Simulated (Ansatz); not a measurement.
`C=C([SiH3])[SiH2]C` → `C=C(C)[SiH3]` + `[SiH2]`  (silylene formation by 1,1-elimination)

Isolated molecules relaxed with PBE0-D4/def2-TZVP in Ansatz; ΔE leaves out vibrations. CCSD(T)/CBS adds triple-zeta CCSD(T) − MP2 to the extrapolated MP2 energy (def2 sets, frozen cores). This one scheme is used for every species. Functionals use def2-TZVPP. B3LYP here is the variant with VWN-RPA as its local correlation; programs differ in this. Each species was taken in one conformer, which may not be the lowest.

```csv
level,ΔE (kcal/mol),difference from CCSD(T)/CBS
PBE-D4,66.1,0.2
B3LYP-D4,64.3,-1.6
ωB97X-V,67.5,1.6
PBE-QIDH,69.4,3.5
B3LYP,60.4,-5.5
r2SCANh,69.8,3.9
r2SCAN0,69.9,4.0
CCSD(T)/def2-SVP,58.7,-7.2
CCSD(T)/def2-TZVPP,63.9,-2.0
CCSD/CBS(def2),64.6,-1.3
CCSD(T)/CBS,65.9,0
```

Largest T1 diagnostic among the species: 0.014.

From BLYP to BHLYP (50 % exact exchange), in def2-TZVPP and without D4, ΔE moves by +6.1 kcal/mol. The D4 term adds +3.9 kcal/mol with B3LYP and +2.2 kcal/mol with PBE0; it sums over pairs of atoms, weighted by their polarisabilities, and B3LYP, whose exchange is more repulsive, gets the larger term. Leaving LDA and LC-ωPBE aside and taking each functional with its dispersion term where it has one, the values, not all of them listed here, spread over 8.9 kcal/mol, from BLYP-D4 to r2SCAN0-D4. LDA lies +7.4 kcal/mol from PBE without D4.

CCSD(T)/CBS has its own doubt, a few kJ/mol and more with outer-core shells, so smaller differences from it don't rank the levels.
